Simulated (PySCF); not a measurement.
Species: C5H7P3S.
Cartesian coordinates in Å at the GFN2-xTB level; atoms count from 1:
```
atom  x, y, z in Å
C1     3.6603   -0.1188   -0.2210
S2     2.3144   -1.3004    0.0545
C3     0.8628   -0.2936   -0.0097
P4     1.0506    1.4190   -0.3021
C5    -0.5620    2.0367   -0.2879
P6    -2.1491    1.3958   -0.0751
C7    -1.9376   -0.3214    0.1826
C8    -3.2304   -1.0774    0.3815
P9    -0.5313   -1.3300    0.2544
H10    3.6569    0.6301    0.5673
H11    4.5785   -0.6970   -0.1900
H12    3.5424    0.3516   -1.1941
H13   -0.5711    3.1126   -0.4591
H14   -3.0377   -2.1251    0.6112
H15   -3.8110   -0.6432    1.1954
H16   -3.8434   -1.0301   -0.5193
```

Mulliken charges (e) from the PBE0/pcSseg-1 density (PySCF), one withheld:

```tsv
atom	bonded to	charge
C1	S2 H10 H11 H12	-0.4135
S2	C1 C3	?
C3	S2 P4 P9	-0.7869
P4	C3 C5	+0.4928
C5	P4 P6 H13	-0.6782
P6	C5 C7	+0.4926
C7	P6 C8 P9	-0.7534
C8	C7 H14 H15 H16	-0.1799
P9	C7 C3	+0.5827
H10	C1	+0.1718
H11	C1	+0.1664
H12	C1	+0.1720
H13	C5	+0.1833
H14	C8	+0.1269
H15	C8	+0.1426
H16	C8	+0.1453
```

Task: What is the charge on S2?

Result: The charges add up to the total charge, 0. The others sum to -0.1355, which leaves +0.1355 e for S2 (sulfide sulfur); the computed value is +0.1356, the difference coming from rounding.

Task: Add each hydrogen's charge to the atom that carries it.

Result: C1 +0.0967, C5 -0.4949, C8 +0.2349. Atoms without hydrogen keep their charges.

Task: Across which bond do the charges differ most?

Result: P9–C3: +0.5827 on P9 against -0.7869 on C3, a difference of 1.3696 e. The lower charge is on the more electronegative element of the two (Pauling values: C 2.55, P 2.19).

Task: Take the bonds between elements whose Pauling electronegativities differ by more than 0.25. In how many does the more electronegative atom carry the lower charge?

Result: In 13 of 13.

Task: How much positive and how much negative charge does this set hold in all?

Result: +2.8120 e on 11 atoms and -2.8119 e on 5.

The Mulliken scheme gives each basis function's population to the atom it is centred on and halves the overlap population of two atoms between them. Isolated species at its GFN2-xTB geometry (one conformer only).
